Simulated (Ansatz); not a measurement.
Compare A (`C[Si@H]1O[C@@H]1N`) with its isomer B (`C1CO[SiH2]N1`).

Calculated with Ansatz (gas phase, PBE0-D4/def2-TZVP geometries, no zero-point term in ΔE). CCSD(T)/CBS is the MP2 limit (def2-TZVPP, def2-QZVPP) plus CCSD(T) − MP2 in def2-TZVPP, frozen cores. Functionals use def2-TZVPP. B3LYP here is the variant with VWN-RPA as its local correlation; programs differ in this. Each species was taken in one conformer, which may not be the lowest.

A:

```xyz
12

C     2.160    0.107   -0.052
Si    0.389    0.322    0.442
O    -0.645    1.117   -0.574
C    -1.041   -0.347   -0.447
N    -2.302   -0.630    0.091
H     2.642   -0.656    0.566
H     2.709    1.043    0.087
H     2.238   -0.186   -1.100
H     0.244    0.633    1.888
H    -0.898   -0.824   -1.416
H    -3.059   -0.320   -0.506
H    -2.437   -0.259    1.020
```

B:

```xyz
12

C    -0.806    0.776   -0.166
C     0.657    1.112    0.109
O     1.443   -0.034   -0.194
Si    0.555   -1.414    0.013
N    -0.947   -0.611    0.255
H    -1.459    1.439    0.411
H    -1.032    0.921   -1.232
H     0.791    1.374    1.166
H     1.003    1.947   -0.504
H     0.677   -2.277   -1.195
H     0.979   -2.218    1.190
H    -1.861   -1.016    0.148
```

Task: Which isomer does CCSD(T)/CBS put lower? Give the gap. (An estimate is asked.)

Result: Computed: B, by 132.3 kJ/mol.

Task: Give E(B) − E(A) in kJ/mol with B3LYP-D4, BLYP-D4, CCSD/def2-TZVPP, PBE0-D4, B2PLYP, PBE-D4, ωB97M-V. (An estimate is asked.)

Result: The calculation gave: B3LYP-D4 -125.0, BLYP-D4 -108.6, CCSD/def2-TZVPP -140.4, PBE0-D4 -123.4, B2PLYP -125.7, PBE-D4 -102.1, ωB97M-V -128.0. None reverses the order clearly.

Task: Does the order hold for the free energy at 298.15 K (harmonic terms from PBE0-D4)? (Estimate.)

Result: The calculation gave: Yes: G(B) − G(A) = -124.3 kJ/mol, for one conformer each.

Largest T1 diagnostic: 0.013.

The D4 term adds −5.0 kJ/mol with B3LYP and −2.4 kJ/mol with PBE0; it sums over pairs of atoms, weighted by their polarisabilities, and B3LYP, whose exchange is more repulsive, gets the larger term. From BLYP to BHLYP (50 % exact exchange), in def2-TZVPP and without D4, E(B) − E(A) moves by −44.2 kJ/mol.
